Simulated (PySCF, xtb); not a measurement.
C2H2BClO, SMILES B(C#C)(O)Cl. Atoms are numbered in the order given.

```xyz
7

B     -0.3857     0.0601     0.0000
C      0.1765    -1.3652     0.0000
C      0.6047    -2.5039     0.0000
H      0.9948    -3.5065     0.0000
Cl     0.7134     1.4332     0.0000
O     -1.7056     0.3178     0.0000
H     -2.2366    -0.4867     0.0000
```
Charge 0, spin multiplicity 1.

The structure is a stationary point at PBE0-D3(BJ)/def2-SVP. The values are those of a single conformer.

Method: IEF-PCM-M06-2X/def2-SVP run with PySCF.

The values are the electrostatic part of the solvation free energy, E(continuum) − E(gas) at the gas-phase geometry, in a cavity of scaled van der Waals radii (PySCF's table); cavitation and dispersion terms are not included. In vacuum the orbital gap is 9.37 eV. The dipole moment in vacuum is 3.04 D.

Computed values in water (ε = 78.36), acetone (ε = 20.49), diethylether (ε = 4.24):
```tsv
solvent	ε	ΔG(elec) (kcal/mol)	dipole (D)	gap (eV)
water	78.36	-6.4	3.78	9.42
acetone	20.49	-6.0	3.73	9.42
diethylether	4.24	-4.3	3.54	9.41
```

For comparison, GFN2-xTB/ALPB(water) (xtb, at the GFN2-xTB geometry, all terms of that model) gives -7.2 kcal/mol.
